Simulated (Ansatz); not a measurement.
Reaction (redistribution): `N[SiH](O)[SiH2]O` + `F[SiH2][SnH3]` → `O[SiH2][SiH2][SnH3]` + `N[SiH](O)F`

Gas-phase electronic energies from Ansatz, PBE0-D4/def2-TZVP geometries. CCSD(T)/CBS adds triple-zeta CCSD(T) − MP2 to the extrapolated MP2 energy (def2 sets, frozen cores). This one scheme is used for every species. DFT in def2-TZVPP. HSE06 is defined as in plane-wave codes. def2 core potentials past Kr. For Sn outer-core shells are correlated without core-valence functions, which leaves a few kJ/mol of doubt a bond. One conformer a species, not always the lowest.

(1) Is it downhill or uphill in electronic energy at CCSD(T)/CBS, and by how much? (Best estimate.)

(2) What do these levels give: PBE0-D4, HSE06-D4, ωB97X-V, B2PLYP, r2SCAN, r2SCAN0, MP2/def2-SVP, HF/def2-TZVPP, SCS-MP2/def2-TZVPP, CCSD(T)/def2-TZVPP, MP2/def2-QZVPP, MP2/CBS(def2)? (Estimate.)

(3) What do rigid-rotor, harmonic-oscillator terms from PBE0-D4/def2-TZVP frequencies (298.15 K, 1 bar) make of the CCSD(T)/CBS value? (Best estimate.)

Largest T1 diagnostic among the species: 0.013.

Results:

(1) Ansatz gave: Downhill: ΔE = -15.8 kcal/mol.

(2) Ansatz gave: PBE0-D4 -15.4, HSE06-D4 -15.4, ωB97X-V -14.0, B2PLYP -14.5, r2SCAN -15.8, r2SCAN0 -16.3, MP2/def2-SVP -16.1, HF/def2-TZVPP -14.7, SCS-MP2/def2-TZVPP -15.2, CCSD(T)/def2-TZVPP -15.9, MP2/def2-QZVPP -16.1, MP2/CBS(def2) -16.1 kcal/mol.

(3) Computed: ΔZPE = 0.0 kcal/mol, ΔH = -15.9 kcal/mol, ΔS = -5 J/(mol·K), ΔG = -15.5 kcal/mol. Modes under 50 cm⁻¹ make the entropy rough.

In def2-TZVPP, CCSD(T) changes the Hartree–Fock value by −1.3 kcal/mol (the triples alone add −0.2 kcal/mol) and MP2 by −1.5 kcal/mol. From PBE to PBE0 (25 % exact exchange), in def2-TZVPP and without D4, ΔE moves by −1.0 kcal/mol.
